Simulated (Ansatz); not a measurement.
Geometry optimisation, RKS r2SCAN-D4/def2-SVP (Ansatz 0.2.0).

input.yaml

```yaml
crystal:
  periodic: [false, false, false]
  atoms:
    - { symbol: Ti, position_ang: [0.410274, -0.370117, -0.389107] }
    - { symbol: O, position_ang: [-0.62534, -0.23052, 2.532804] }
    - { symbol: H, position_ang: [-1.330685, -0.890216, 2.46822] }
    - { symbol: F, position_ang: [1.113097, -0.501681, -1.954146] }
    - { symbol: F, position_ang: [0.361282, 1.322152, -0.08465] }
    - { symbol: Cl, position_ang: [-1.581349, -1.244804, -0.578651] }
    - { symbol: Cl, position_ang: [1.840308, -1.576267, 0.991638] }
    - { symbol: H, position_ang: [0.161314, -0.775247, 2.766793] }
basis:
  gaussian: { orbitals: def2-SVP }
hamiltonian:
  xc: r2scan
  dispersion: d4
relax:
  f_tol: 0.03
  max_steps: 50
```

Launched with:

```bash
$ ansatz run input.yaml --threads 4 --pin off --max-ram 5120MiB --backend cpu --events-out ev --progress --plain --runs-dir out
```

Where does it end, and by what steps?

The run converged. After 7 steps the energy has fallen by 0.487 eV; O2 moved furthest, 0.51 Å. Joined: Ti1–O2 (3.10 → 2.28 Å).

| step | energy less start (eV) | largest force component (eV/Å) | accepted |
| --- | --- | --- | --- |
| 0 | 0.0000 | 1.272 | yes |
| 1 | -0.1787 | 1.341 | yes |
| 2 | -0.3573 | 1.440 | yes |
| 3 | -0.4417 | 1.093 | yes |
| 4 | -0.4793 | 0.235 | yes |
| 5 | -0.4772 | 0.228 | no |
| 6 | -0.4860 | 0.058 | yes |
| 7 | -0.4870 | 0.014 | yes |

```xyz
8
Properties=species:S:1:pos:R:3
Ti 0.344 -0.394 -0.067
O -0.461 -0.307 2.061
H -1.314 -0.765 2.118
F 0.945 -0.538 -1.684
F 0.395 1.328 0.100
Cl -1.667 -1.300 -0.409
Cl 1.968 -1.523 0.964
H 0.139 -0.769 2.668
```

Whether the end is a true minimum wasn't checked by a vibrational analysis.

Run time: 35 s on 4 threads of Arm Neoverse V1, on a shared host, peak memory 0.23 GiB.
